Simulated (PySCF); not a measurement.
Converging HgF⁺ in the basis (r²SCAN)

PySCF, UKS reference; singlet, unpaired electrons none; De to Hg⁺ + F without counterpoise correction.

| basis | relativity | functions | Re (Å) | ωe (cm⁻¹) | De (eV) | μ (D) |
| --- | --- | --- | --- | --- | --- | --- |
| def2-SVP | scalar-relativistic core potentials | 46 | 1.932 | 581 | 1.78 | -3.47 |
| cc-pVDZ-PP/cc-pVDZ | scalar-relativistic core potentials | 52 | 1.929 | 584 | 1.88 | -3.56 |
| def2-SVPD | scalar-relativistic core potentials | 58 | 1.935 | 576 | 1.78 | -3.59 |

How does each smaller set differ from the one with most functions, def2-SVPD?

def2-SVP: -0.3 pm, +0.9 % in ωe, +0.00 eV in De; cc-pVDZ-PP/cc-pVDZ: -0.6 pm, +1.4 % in ωe, +0.10 eV in De. All at r²SCAN; the set with most functions is neither the basis-set limit nor always the best.

A positive dipole points towards F; it is taken about the centre of mass and depends on that origin. These are scalar-relativistic numbers at best; spin–orbit coupling would shift them, the dissociation energy most. For an ion De counts to the pair picked by the measured ionisation energies or electron affinities, which need not be the lowest pair at this level.
